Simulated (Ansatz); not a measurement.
```xyz
3

O     0.0000    0.0000   -1.6821
C     0.0000    0.0000   -0.5257
S     0.0000    0.0000    1.0382
```

Basis set: cc-pVDZ (spherical functions). Left uncorrelated: 7 orbitals. Charge 0, multiplicity 1.

Computed with Ansatz (development build ahead of 0.2.0); each method stands on the lowest determinant of its kind that the runs found. Restricted open shells among the atoms or ions are ROHF, correlated in semicanonical orbitals with singles.

Problem. Give the atomization energy at this shape (free ground-state atoms in the same class of orbitals less the molecule, no zero-point energy) of singlet COS by RHF-MP2, RHF.

Solution.

```csv
method,atomization energy
RHF-MP2,1346.9 kJ/mol
RHF,861.3 kJ/mol
```
